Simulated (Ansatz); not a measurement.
Geometry optimisation, RKS B3LYP-D4/def2-SVP (Ansatz).

input.yaml

```yaml
crystal:
  periodic: [false, false, false]
  atoms:
    - { symbol: O, position_ang: [-1.0586, -0.2529, 1.5242] }
    - { symbol: Mo, position_ang: [-0.0502, -0.201, -0.3593] }
    - { symbol: O, position_ang: [1.781, -0.9089, 0.3142] }
    - { symbol: O, position_ang: [-0.6166, 1.3025, -1.4994] }
basis:
  gaussian: { orbitals: def2-SVP }
hamiltonian:
  xc: b3lyp
  dispersion: d4
relax:
  f_tol: 0.02
  max_steps: 40
scf:
  lower_state_search: "off"
```

Run as:

```bash
$ ansatz run input.yaml --threads 1 --pin off --max-ram 2048MiB --backend cpu --events-out ev --progress --plain --runs-dir out
```

**Question.** Where does it end, and by what steps?

**Answer.** The forces met the threshold. After 5 steps the energy has fallen by 6.454 eV; O4 moved furthest, 0.49 Å.

```
step  energy less start (eV)  largest force component (eV/Å)  accepted
   0                  0.0000                           7.104       yes
   1                 -4.8288                           4.907       yes
   2                 -5.7515                           7.038       yes
   3                 -6.3823                           1.695       yes
   4                 -6.4538                           0.054       yes
   5                 -6.4539                           0.003       yes
```

```xyz
4
Properties=species:S:1:pos:R:3
O -0.971 -0.146 1.272
Mo -0.141 -0.341 -0.202
O 1.515 -0.611 0.089
O -0.348 1.038 -1.179
```

Run time: 14 s on 1 CPU thread of a shared host.
